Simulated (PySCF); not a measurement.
# Electronic absorption of C3H5F5GeS

Species: C₃H₅F₅GeS.
Z-matrix (Å and degrees, PBE0-D3(BJ)/def2-SVP geometry), rows numbered from 1:
```
C 
S   1  1.8234
Ge  2  2.2036  1  100.13
C   3  2.0161  2  111.04  1    68.00
F   4  1.3547  3  109.76  2   -41.77
F   4  1.3533  3  108.87  2  -159.41
C   4  1.5317  3  115.67  2    79.83
F   7  1.3287  4  110.01  3   -56.72
F   7  1.3256  4  111.29  3  -177.29
F   7  1.3305  4  109.60  3    62.44
H   1  1.0983  2  106.13  3   178.60
H   1  1.0991  2  111.37  3    60.38
H   1  1.0972  2  111.26  3   -62.88
H   3  1.5312  2  107.98  1  -172.14
H   3  1.5374  2  111.36  1   -47.08
```

The calculation used TDDFT B3LYP/def2-SVPD, vertical, gas phase, core orbitals frozen in the response in PySCF. Relativistic effects, spin–orbit coupling among them, are left out although an element past zinc is present.

```csv
state,E (eV),λ (nm),f,|μ| (D),"main configurations (H = HOMO, L = LUMO)"
S1,5.20,238.3,0.012,0.78,H→L (97%)
S2,5.76,215.4,0.0028,0.36,H→L+1 (94%)
S3,6.09,203.6,0.0028,0.35,H→L+2 (97%)
S4,6.32,196.2,0.011,0.67,H→L+3 (92%)
S5,6.74,184.0,0.0040,0.40,"H→L+4 (87%), H-1→L (10%)"
S6,7.04,176.1,0.021,0.88,H→L+5 (93%)
S7,7.31,169.7,0.110,2.00,"H-1→L (52%), H→L+6 (15%)"
S8,7.32,169.3,0.046,1.29,"H→L+6 (71%), H-1→L (12%)"
S9,7.49,165.5,0.044,1.25,"H→L+7 (54%), H-1→L+1 (33%)"
S10,7.51,165.0,0.0042,0.39,"H-1→L+1 (51%), H→L+7 (31%)"
```

Triplets (Tamm–Dancoff): T1 4.80 eV, H→L (96%); T2 5.34 eV, H→L+1 (71%), H→L+3 (12%), H→L+2 (10%); T3 5.89 eV, H→L+3 (48%), H→L+2 (24%), H→L+1 (23%); T4 5.99 eV, H→L+2 (59%), H→L+3 (30%).

The lowest singlet comes at 238 nm (502 kJ/mol) in the ultraviolet; it is weak; its leading configuration is HOMO→LUMO (97%). The most intense listed level is S7 at 7.31 eV (170 nm, f = 0.110), 2.11 eV above S1. Löwdin shares by element: HOMO sulfur 70%, carbon 11% or more, germanium 8%; LUMO sulfur 34%, germanium 24%, hydrogen 10% or more, carbon 7% or more (atoms not listed hold the other 25%). Weighted by f, the mean energy of these states is 7.15 eV. Orbital energies (eV): HOMO-3 -9.99, HOMO-2 -9.40, HOMO-1 -8.70, HOMO -7.03, LUMO -0.70, LUMO+1 -0.24, LUMO+2 -0.08. The oscillator strengths of these states sum to 0.259; summed over the whole spectrum of an exact calculation they would give the number of electrons, 116 (Thomas–Reiche–Kuhn). The vertical ionisation energy (ΔSCF) is 9.26 eV, 1.74 eV above S10. The window holds the lowest 10 singlets.

On an Arm Neoverse V2 with one thread, shared host with 192 logical CPUs at a one-minute load of 66, this took 2.5 min wall and 1.2 GiB of memory at its peak.

One conformer stands for the species.
